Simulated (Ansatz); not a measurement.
```yaml
crystal:
  periodic: [false, false, false]
  atoms:
    - {symbol: B, position_ang: [-0.342526, 0.420807, 0.140378]}
    - {symbol: B, position_ang: [1.297901, 0.600897, 0.639074]}
    - {symbol: B, position_ang: [-1.282760, -0.949696, 0.179491]}
    - {symbol: B, position_ang: [0.437033, 1.676083, -0.692991]}
    - {symbol: B, position_ang: [0.490148, -1.003530, 0.677321]}
    - {symbol: B, position_ang: [-0.279676, 0.707600, -1.711268]}
    - {symbol: Sb, position_ang: [2.447960, 0.613015, -1.329716]}
    - {symbol: Sb, position_ang: [0.291029, 2.465414, 1.441128]}
    - {symbol: Sb, position_ang: [-0.847596, -1.887055, 2.246774]}
    - {symbol: Sb, position_ang: [-2.149642, 0.630154, 1.756408]}
    - {symbol: Sb, position_ang: [1.304025, -2.061358, -1.220242]}
    - {symbol: Sb, position_ang: [-1.365897, -1.212341, -2.126358]}
basis:
  gaussian: {orbitals: def2-TZVP}
total_charge: -1
magnetization: {spin_polarized: true, initial_magnetization: 1}
hamiltonian: {xc: pbe0, dispersion: d4}
scf: {omitted_lower_state_checks: [starts]}
output: {orbitals: {seedname: orbitals}}
```

```sh
$ ansatz run in.yaml --threads 4 --pin off --events-out ev --progress --plain --max-ram 6963MiB
```

**Question.** Does this run fit into the memory that it is given?

**Answer.** No. It has 486 basis functions, and Ansatz plans for 11 GiB where 7 GiB are given.
